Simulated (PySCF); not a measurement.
Compound: C3H7N3OSi.
Bonds: C1–O2, O2–C3, C3–C4 (aromatic), C4–N5 (aromatic), N5–N6 (aromatic), N6–Si7, N6–N8 (aromatic), C3–N8 (aromatic). Hydrogens: H9, H10, H11 on C1; H12 on C4; H13, H14, H15 on Si7.

The same species was optimised twice, with GFN2-xTB and with PBE0-D3(BJ)/def2-SVP (PySCF), and the same property calculations (PySCF, gas phase) were run on both structures.

```json
{"coordinate": "N6–Si7 (Å)", "GFN2-xTB": "1.758", "PBE0-D3(BJ)/def2-SVP": "1.786", "change": "+0.028"}
{"coordinate": "O2–C3 (Å)", "GFN2-xTB": "1.335", "PBE0-D3(BJ)/def2-SVP": "1.327", "change": "-0.008"}
{"coordinate": "C4–N5 (Å)", "GFN2-xTB": "1.314", "PBE0-D3(BJ)/def2-SVP": "1.321", "change": "+0.007"}
{"coordinate": "N6–N8 (Å)", "GFN2-xTB": "1.334", "PBE0-D3(BJ)/def2-SVP": "1.338", "change": "+0.004"}
{"coordinate": "C1–O2 (Å)", "GFN2-xTB": "1.414", "PBE0-D3(BJ)/def2-SVP": "1.411", "change": "-0.003"}
{"coordinate": "N5–N6 (Å)", "GFN2-xTB": "1.321", "PBE0-D3(BJ)/def2-SVP": "1.325", "change": "+0.004"}
{"coordinate": "C3–N8 (Å)", "GFN2-xTB": "1.321", "PBE0-D3(BJ)/def2-SVP": "1.320", "change": "-0.001"}
{"coordinate": "C3–C4 (Å)", "GFN2-xTB": "1.417", "PBE0-D3(BJ)/def2-SVP": "1.417", "change": "0.000"}
{"coordinate": "N5–N6–N8 (°)", "GFN2-xTB": "113.3", "PBE0-D3(BJ)/def2-SVP": "114.7", "change": "+1.4"}
{"coordinate": "C1–O2–C3 (°)", "GFN2-xTB": "114.8", "PBE0-D3(BJ)/def2-SVP": "116.1", "change": "+1.3"}
{"coordinate": "C4–N5–N6 (°)", "GFN2-xTB": "106.2", "PBE0-D3(BJ)/def2-SVP": "104.9", "change": "-1.3"}
{"coordinate": "C3–N8–N6 (°)", "GFN2-xTB": "105.1", "PBE0-D3(BJ)/def2-SVP": "103.9", "change": "-1.2"}
{"coordinate": "Si7–N6–N8 (°)", "GFN2-xTB": "122.1", "PBE0-D3(BJ)/def2-SVP": "121.1", "change": "-1.0"}
{"coordinate": "C4–C3–N8 (°)", "GFN2-xTB": "108.0", "PBE0-D3(BJ)/def2-SVP": "108.8", "change": "+0.8"}
{"coordinate": "O2–C3–N8 (°)", "GFN2-xTB": "125.5", "PBE0-D3(BJ)/def2-SVP": "124.8", "change": "-0.7"}
{"coordinate": "N5–N6–Si7 (°)", "GFN2-xTB": "124.6", "PBE0-D3(BJ)/def2-SVP": "124.2", "change": "-0.4"}
{"coordinate": "C1–O2–C3–C4 (°)", "GFN2-xTB": "179", "PBE0-D3(BJ)/def2-SVP": "180", "change": "+1"}
```

Rotational constants: A = 4122, B = 1083, C = 870.8 MHz (GFN2-xTB) against A = 4069, B = 1076, C = 864.6 MHz (PBE0-D3(BJ)/def2-SVP).

On the GFN2-xTB structure: lowest singlet, TDDFT (eV) 6.00 [CAM-B3LYP/def2-SVPD]; lowest triplet, Tamm–Dancoff (eV) 4.42 [CAM-B3LYP/def2-SVPD]; isotropic polarisability (au) 84.8 [CAM-B3LYP/def2-SVPD]; HOMO (eV) -8.25 [CAM-B3LYP/def2-SVPD]; LUMO (eV) 0.84 [CAM-B3LYP/def2-SVPD]; dipole (D) 1.41 [CAM-B3LYP/def2-SVPD]; HOMO (eV) -6.89 [PBE0/pcSseg-1]; LUMO (eV) -0.17 [PBE0/pcSseg-1]; dipole (D) 1.54 [PBE0/pcSseg-1]; GIAO shielding of C1 (ppm) 128.8 [PBE0/pcSseg-1]; GIAO shielding of O2 (ppm) 255.9 [PBE0/pcSseg-1]; GIAO shielding of C3 (ppm) 14.3 [PBE0/pcSseg-1]; GIAO shielding of C4 (ppm) 59.0 [PBE0/pcSseg-1]; GIAO shielding of N5 (ppm) -123.7 [PBE0/pcSseg-1]; GIAO shielding of N6 (ppm) 21.9 [PBE0/pcSseg-1]; GIAO shielding of Si7 (ppm) 394.6 [PBE0/pcSseg-1]; GIAO shielding of N8 (ppm) -62.0 [PBE0/pcSseg-1].

Problem. What do these properties become on the PBE0-D3(BJ)/def2-SVP structure?

Solution. 
```csv
property,level,on GFN2-xTB,on PBE0-D3(BJ)/def2-SVP,change
"lowest singlet, TDDFT (eV)",CAM-B3LYP/def2-SVPD,6.00,5.91,-0.09
"lowest triplet, Tamm–Dancoff (eV)",CAM-B3LYP/def2-SVPD,4.42,4.34,-0.08
isotropic polarisability (au),CAM-B3LYP/def2-SVPD,84.8,86.4,+1.6
HOMO (eV),CAM-B3LYP/def2-SVPD,-8.25,-8.25,0.00
LUMO (eV),CAM-B3LYP/def2-SVPD,0.84,0.76,-0.08
dipole (D),CAM-B3LYP/def2-SVPD,1.41,1.37,-0.04
"energy, GFN2-xTB geometry as zero (kcal/mol)",CAM-B3LYP/def2-SVPD,0.0,-1.1,-1.1
HOMO (eV),PBE0/pcSseg-1,-6.89,-6.89,0.00
LUMO (eV),PBE0/pcSseg-1,-0.17,-0.25,-0.08
dipole (D),PBE0/pcSseg-1,1.54,1.49,-0.05
"energy, GFN2-xTB geometry as zero (kcal/mol)",PBE0/pcSseg-1,0.0,-1.2,-1.2
GIAO shielding of C1 (ppm),PBE0/pcSseg-1,128.8,128.2,-0.6
GIAO shielding of O2 (ppm),PBE0/pcSseg-1,255.9,256.1,+0.2
GIAO shielding of C3 (ppm),PBE0/pcSseg-1,14.3,15.2,+0.9
GIAO shielding of C4 (ppm),PBE0/pcSseg-1,59.0,57.4,-1.6
GIAO shielding of N5 (ppm),PBE0/pcSseg-1,-123.7,-124.6,-0.9
GIAO shielding of N6 (ppm),PBE0/pcSseg-1,21.9,17.9,-4.0
GIAO shielding of Si7 (ppm),PBE0/pcSseg-1,394.6,393.4,-1.2
GIAO shielding of N8 (ppm),PBE0/pcSseg-1,-62.0,-60.5,+1.5
```

The heavy atoms differ by 0.012 Å rms after alignment. Among bonds between heavy atoms N6–Si7 changes most (+0.028 Å). Changes are differences of the printed values. Neither structure is proved a minimum here.

Shape of the structure used: `[CH3:1][O:2][c:3]1[cH:4][n:5][n:6]([SiH3:7])[n:8]1`: C1–O2–C3–C4 180°.
